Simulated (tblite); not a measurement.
Species: CH7N2Si (doublet state).
Geometry (GFN2-xTB, Å), atoms numbered from 1 in this order:
```xyz
11
CH7N2Si angstrom
C     -1.450   -0.907   -0.136
Si     0.203   -0.112   -0.356
N      1.097   -0.445    1.095
N     -0.056    1.576   -0.620
H     -1.596   -1.801    0.442
H     -2.313   -0.573   -0.681
H      0.895   -0.543   -1.587
H      1.139   -1.396    1.423
H      2.001   -0.015    1.208
H     -0.654    2.065    0.026
H      0.740    2.152   -0.839
```

Method: GFN2-xTB as coded in tblite; computed harmonic values from a numerical Hessian at the method's own geometry, unscaled. Errors from tens to a few hundred cm⁻¹ against measured bands are possible. Modes of hydrogen on silicon can be 10 to 20 % off. One conformer, not necessarily the lowest. Open shells enter through the occupations alone, without spin polarisation, and single modes of such species can be off by tens of per cent.

Harmonic wavenumbers (cm⁻¹): 123.7, 157.7, 181.0, 210.2, 223.3, 264.2, 508.1, 533.5, 555.1, 639.7, 671.7, 736.6, 767.9, 792.3, 831.5, 899.3, 929.7, 1394.5, 1536.3, 1538.7, 2114.1, 3108.0, 3152.3, 3474.8, 3479.1, 3509.6, 3512.5.

A = 6318, B = 5949, C = 3540 MHz; mass 75.038 u (most abundant isotopes); point group C1, symmetry number 1; spin multiplicity 2.

Q: What is the zero-point energy?

A: Half the sum of the wavenumbers: 17923 cm⁻¹ = 214.40 kJ/mol.

Q: Entropy at 500 K, 1 bar (ideal gas, RRHO, classical rotation)?

A: Translation 173.45, rotation 112.28, vibration 125.48, spin (R ln 2) 5.76: S = 417.0 J/(mol K).

Q: And Cp and H(500 K) − H(0)?

A: Cp = 154.18 J/(mol K), of which vibrations give 120.92 (their classical limit is 27 R = 224.5); H(500 K) − H(0) = 50.32 kJ/mol without the zero-point energy, 33.69 from vibrations.

Q: How do the functions run with temperature in this model?

A: 
```tsv
T (K)	S (J/(mol K))	Cp (J/(mol K))	H − H(0) (kJ/mol)	G − H(0) (kJ/mol)	ln q(vib)
100	252.2	61.6	4.34	-20.88	0.49
200	304.5	92.2	12.06	-48.83	1.97
300	347.1	118.9	22.67	-81.46	3.64
800	496.4	183.5	101.37	-295.76	11.53
1000	538.9	197.1	139.48	-399.39	14.20
```

q(vib) and H(0) count from the zero-point level.

Q: What must be added to the electronic energy to get the Gibbs energy at 500 K and 1 bar?

A: ZPE + [H(500 K) − H(0)] − T·S = 214.40 + 50.32 − 208.49 = 56.23 kJ/mol.

Q: Blend soft modes into free rotors: weight 1/[1 + (100 cm⁻¹/ν̃)⁴] for the oscillator and the rest for a rotor with moment μB/(μ + B), μ = h/(8π²ν), B = 10⁻⁴⁴ kg m². What vibrational entropy results?

A: 123.65 J/(mol K) in place of 125.48, which changes −T·S at 500 K by +0.91 kJ/mol.

Q: Which modes carry the vibrational entropy at 500 K?

A: 123.7 cm⁻¹: 16.95; 157.7 cm⁻¹: 14.95; 181.0 cm⁻¹: 13.83; 210.2 cm⁻¹: 12.62; 223.3 cm⁻¹: 12.13; 264.2 cm⁻¹: 10.79 J/(mol K); the other 21 give 44.20 together.

Hindered rotation and anharmonicity are outside this model. Other conformers, if any are populated, would add a mixing term that is left out. The structure is chiral; the term R ln 2 for an equal mix with its mirror image is left out.

Hardware: an Arm Neoverse V1 with one thread, shared host with 64 logical CPUs at a one-minute load of 23. Cost: 0.2 s wall. This covers the Hessian and the dipole derivatives.
